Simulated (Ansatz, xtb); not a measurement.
Relative energy of two isomers of C5H6ClN3

Structure a: `C=Cc1nc(Cl)n(C)n1`, a singlet. Structure b: `NCc1cnc(Cl)nc1`, a singlet. Both are isolated molecules in the gas phase, relaxed with PBE0-D3(BJ)/def2-SVP; the shapes shown needn't be the lowest conformers.

a (Å):

```yaml
atoms:
  - { symbol: C, position_ang: [0.6611, 1.0912, 2.0732] }
  - { symbol: C, position_ang: [0.4077, -0.1203, 1.5697] }
  - { symbol: C, position_ang: [-0.8732, -0.4989, 0.9912] }
  - { symbol: C, position_ang: [-2.8442, -0.4191, 0.3288] }
  - { symbol: C, position_ang: [-3.0111, -2.7799, -0.5418] }
  - { symbol: Cl, position_ang: [-4.4395, 0.0120, -0.0817] }
  - { symbol: N, position_ang: [-1.9487, 0.3354, 0.9011] }
  - { symbol: N, position_ang: [-2.3580, -1.6548, 0.0752] }
  - { symbol: N, position_ang: [-1.0897, -1.7122, 0.4991] }
  - { symbol: H, position_ang: [-0.1104, 1.8658, 2.0682] }
  - { symbol: H, position_ang: [1.6366, 1.3351, 2.4988] }
  - { symbol: H, position_ang: [1.1650, -0.9089, 1.5650] }
  - { symbol: H, position_ang: [-3.3146, -2.5384, -1.5707] }
  - { symbol: H, position_ang: [-2.2886, -3.6028, -0.5546] }
  - { symbol: H, position_ang: [-3.9000, -3.0766, 0.0332] }
```

b (Å):

```xyz
15

C    -1.4229    0.7052   -0.1574
C    -0.5305    0.0065    0.8374
C     0.6784    0.5508    1.2804
C     0.9858   -1.1648    2.6994
C    -0.8732   -1.2087    1.4370
Cl    1.9594   -1.9151    3.9128
N    -2.3889    1.6243    0.4134
N     1.4376   -0.0242    2.2062
N    -0.1258   -1.7972    2.3641
H    -2.9960    1.1388    1.0714
H    -1.9161    2.3503    0.9487
H    -1.9659   -0.0515   -0.7470
H    -0.7967    1.2582   -0.8765
H     1.0517    1.4939    0.8600
H    -1.7935   -1.7326    1.1472
```

Task: Estimate E(b) − E(a) at the level CCSD(T)/def2-SVP + ΔMP2/def2-TZVPP.

Result: Calculated at CCSD(T)/def2-SVP + ΔMP2/def2-TZVPP: E(b) − E(a) = −12.8 kcal/mol, so structure b lies lower.

How the difference moves with the method:

```tsv
level	geometry	E(b) − E(a) (kcal/mol)	departure from the last row (kcal/mol)	job, with rough time for the two
GFN2-xTB	GFN2-xTB	+1.8	+14.6	optimisation, 0.15 s
HF/STO-3G	GFN2-xTB	−9.4	+3.4	single point, 0.54 s
r2SCAN-D4/def2-SVP	GFN2-xTB	−10.4	+2.4	single point, 5.3 s
PBE0-D3(BJ)/def2-SVP	PBE0-D3(BJ)/def2-SVP	−11.3	+1.5	optimisation, 44 s
HF/def2-SVP	PBE0-D3(BJ)/def2-SVP	−15.6	−2.8	part of the CCSD(T) run
MP2/def2-SVP	PBE0-D3(BJ)/def2-SVP	−10.0	+2.8	part of the CCSD(T) run
CCSD(T)/def2-SVP	PBE0-D3(BJ)/def2-SVP	−9.5	+3.3	single point
CCSD(T)/def2-SVP + ΔMP2/def2-TZVPP	PBE0-D3(BJ)/def2-SVP	−12.8		single point, 2.9 min
```

As drawn, b has 2 C∷C, 2 N–H in place of 1 C=C, 1 N∷N, 2 C–H (∷ is an aromatic bond). Structure a has a 5-membered ring (with an aromatic ring), b a 6-membered ring (with an aromatic ring).

GFN2-xTB puts the two in the other order. The largest departure from CCSD(T)/def2-SVP + ΔMP2/def2-TZVPP is that of GFN2-xTB, 14.6 kcal/mol. The last row adds to CCSD(T) the change of the MP2 difference between the two basis sets, here −3.3 kcal/mol, a large step that makes the value less sure.

With thermal terms from frequencies at re-optimised GFN2-xTB minima (ideal gas, soft modes damped towards free rotors, one conformer each, 298.15 K, 1 atm): the zero-point term adds +0.8 kcal/mol; ΔH is −12.3 and ΔG −11.5 kcal/mol.

The correlated steps freeze 13 core orbitals. Codes used: Ansatz 0.2.0, xtb 6.7.1; the last row on 4 threads of Arm Neoverse V1 on a shared host.
